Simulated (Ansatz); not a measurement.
Consider the redistribution: `C[SiH2][SiH2]Br` + `OC[SiH2][SeH]` → `OC[SiH2]Br` + `C[SiH2][SiH2][SeH]`.

Calculated with Ansatz (gas phase, PBE0-D4/def2-TZVP geometries, no zero-point term in ΔE). CBS: MP2 limit from def2 TZ/QZ plus the TZ coupled-cluster correction, frozen cores. Functionals use def2-TZVPP. For Br, Se outer-core shells are correlated without core-valence functions, which leaves a few kJ/mol of doubt a bond. Scalar relativity is left out up to krypton. Each species was taken in one conformer, which may not be the lowest.

`C[SiH2][SiH2]Br`:

Cartesian coordinates in Å:
```
C 0.688 0.557 1.472
Si -0.394 0.840 -0.030
Si -0.541 -1.115 -1.304
Br 1.547 -1.772 -1.771
H 0.256 -0.204 2.124
H 0.797 1.479 2.047
H 1.681 0.222 1.166
H 0.170 1.906 -0.904
H -1.771 1.248 0.369
H -1.188 -2.233 -0.569
H -1.245 -0.928 -2.598
```

`OC[SiH2][SeH]`:

```xyz
10

O    -0.464    1.217    1.320
C     0.425    0.865    0.279
Si    0.276   -0.985   -0.059
Se   -1.770   -1.603   -0.849
H    -0.437    2.168    1.445
H     1.474    1.074    0.544
H     0.214    1.412   -0.651
H     1.331   -1.348   -1.043
H     0.452   -1.751    1.198
H    -1.503   -1.049   -2.183
```

`OC[SiH2]Br`:

```xyz
9

O    -1.330    0.491   -1.025
C    -0.193   -0.332   -0.847
Si    0.804    0.147    0.678
Br   -0.640    0.136    2.383
H    -1.848    0.469   -0.214
H     0.436   -0.202   -1.733
H    -0.458   -1.398   -0.803
H     1.879   -0.830    0.978
H     1.350    1.520    0.584
```

`C[SiH2][SiH2][SeH]`:

Z-matrix (Å, degrees):
```
C
Si 1 1.873
H 1 1.092 2 110.7
H 1 1.092 2 110.8 3 -120.2
H 1 1.092 2 110.3 3 119.6
Si 2 2.338 1 110.3 3 -64.0
H 2 1.491 1 110.6 3 177.8
H 2 1.491 1 111.1 3 58.3
Se 6 2.293 2 108.9 1 -57.7
H 6 1.488 2 112.1 1 56.1
H 6 1.489 2 112.8 1 178.6
H 9 1.470 6 93.1 2 -53.0
```

```json
{"species": "`C[SiH2][SiH2]Br`", "PBE energy (Eh)": "-3194.78787"}
{"species": "`OC[SiH2][SeH]`", "PBE energy (Eh)": "-2807.40561"}
{"species": "`OC[SiH2]Br`", "PBE energy (Eh)": "-2979.40452"}
{"species": "`C[SiH2][SiH2][SeH]`", "PBE energy (Eh)": "-3022.79306"}
```

(1) Work out ΔE.

Largest T1 diagnostic among the species: 0.010.

## Answers

(1) ΔE = (-2979.40452) + (-3022.79306) − (-3194.78787) − (-2807.40561) = -0.00410 Eh = -10.8 kJ/mol. CCSD(T)/CBS gives -8.4 kJ/mol.

In def2-TZVPP, CCSD(T) changes the Hartree–Fock value by −6.3 kJ/mol (the triples alone add −1.4 kJ/mol) and MP2 by −6.8 kJ/mol.
